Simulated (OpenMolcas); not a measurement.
**Pr3+: from CASSCF to CASPT2**

* Program: OpenMolcas
* Basis: ANO-RCC-VTZP [8s7p5d3f2g1h]
* Scalar Hamiltonian: DKH2, point nucleus
* Active space: 2 electrons in 14 orbitals (4f 5f)
* State averaging: 2S+1 = 3 even, 21 roots; 2S+1 = 1 even, 27 roots
* Spin-orbit coupling: state interaction with AMFI integrals over the reference wave functions, term energies averaged over their components

Methods on the same reference wave functions:
A. CASSCF
B. SS-CASPT2, IPEA 0.25 Eh, imaginary shift 0.1 Eh (closed shells correlated: 5s 5p)

Energies in eV above 4f2 3H4, the measured ground level; measured values from Martin, Zalubas and Hagan, Atomic Energy Levels: The Rare-Earth Elements, NSRDS-NBS 60 (1978).

| Level | A | B | Measured |
| --- | --- | --- | --- |
| 4f2 3H4 | 0.0000 | 0.0000 | 0.0000 |
| 4f2 3H5 | 0.2842 | 0.286 | 0.2668 |
| 4f2 3H6 | 0.5838 | 0.585 | 0.5442 |
| 4f2 3F2 | 0.8313 | 0.672 | 0.6195 |
| 4f2 3F3 | 1.0122 | 0.858 | 0.7954 |
| 4f2 1D2 | 2.8486 | 2.393 | 2.1492 |
| 4f2 1I6 | 3.4014 | 3.156 | 2.7539 |
| 4f2 3P0 | 3.5904 | 3.036 | 2.6520 |
| 4f2 3P1 | 3.6396 | 3.085 | 2.7286 |
| 4f2 3P2 | 3.7864 | 3.237 | 2.8715 |

Deviations, from unrounded energies. A percentage is the sum of absolute deviations over the sum of measured energies, with the sign that they share, or ± where signs differ.

```csv
Against measurement,Levels,A,B
mean absolute deviation (cm-1),9,4100,1700
fine structure of the ground term (%),2,+7.0,+7.4
other terms of the ground configuration (%),7,+31.2,+12.8
```

B lies closest to measurement on these levels. The largest miss of B in the table is 4f2 1I6, by +3200 cm-1. The ranking rests on the paired levels alone, and a cruder setting can come out closer through cancelling errors.

From A to B the spin-free energies of the other terms of 4f2 shown, above 3H, scale by factors of 0.79 to 0.92, as is usual when dynamic correlation screens the repulsion within a d or f shell.

The lowest spin-free term lies below A's lowest term by 0.246 hartree in B.

CASPT2 breaks the degeneracy within a term, and the mean is taken; among the terms shown or strongly mixed into the levels shown the widest spread is 860 cm-1 (4f2 1I, B). Active for correlation alone: 5f; no level in the range computed is led by a configuration that fills it, so any true level of that kind is missing. Without dynamic correlation excited terms often stand tens of per cent too high (terms of higher spin than the ground term too low), and those without a measured partner can miss by more than the paired ones (holds for A). The CASPT2 spread within a term exceeds the gap to the next term for 4f2 3P and 4f2 1I, so the order of their levels is uncertain (holds for B). Computed and measured levels are paired by configuration, term and J; levels that our copy of the source lacks, or whose pairing is in doubt (as where it misses far off the trend of its configuration), stay unpaired and out of the deviations. Only configurations of the active space appear. Levels that lie high or do not pair safely by name in every column are left out.
